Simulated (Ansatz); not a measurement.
One change: `C=C([SiH3])SC` becomes `C=C([SiH3])C=S`.

Ansatz, PBE0-D4/def2-TZVP geometries, multiplicity 1. Each molecule was computed in one conformer, which needn't be the lowest.

```tsv
property	`C=C([SiH3])SC`
LUMO energy (PBE/def2-TZVPP) / eV	-1.45
LUMO energy (PBE0/def2-TZVPP) / eV	-0.52
HOMO energy (PBE0/def2-TZVPP) / eV	-6.26
HOMO–LUMO gap (PBE/def2-TZVPP) / eV	3.73
HOMO–LUMO gap (PBE0/def2-TZVPP) / eV	5.74
LUMO energy (B3LYP/def2-TZVPP) / eV	-0.72
```

**Question.** Give the same properties after the change, and the shifts. (An estimate is asked.)

**Answer.** Computed: 
```tsv
property	`C=C([SiH3])C=S`	shift
LUMO energy (PBE/def2-TZVPP) / eV	-3.70	-2.25
LUMO energy (PBE0/def2-TZVPP) / eV	-2.83	-2.31
HOMO energy (PBE0/def2-TZVPP) / eV	-6.58	-0.32
HOMO–LUMO gap (PBE/def2-TZVPP) / eV	1.65	-2.08
HOMO–LUMO gap (PBE0/def2-TZVPP) / eV	3.74	-2.00
LUMO energy (B3LYP/def2-TZVPP) / eV	-3.00	-2.28
```

With PBE0 the HOMO falls by 0.32 eV and the LUMO falls by 2.31 eV, so the gap narrows by about 1.99 eV. PBE moves the HOMO by -0.16 eV and ωB97M-V by -0.43 eV.

B3LYP here is the variant with VWN-RPA as its local correlation; programs differ in this.
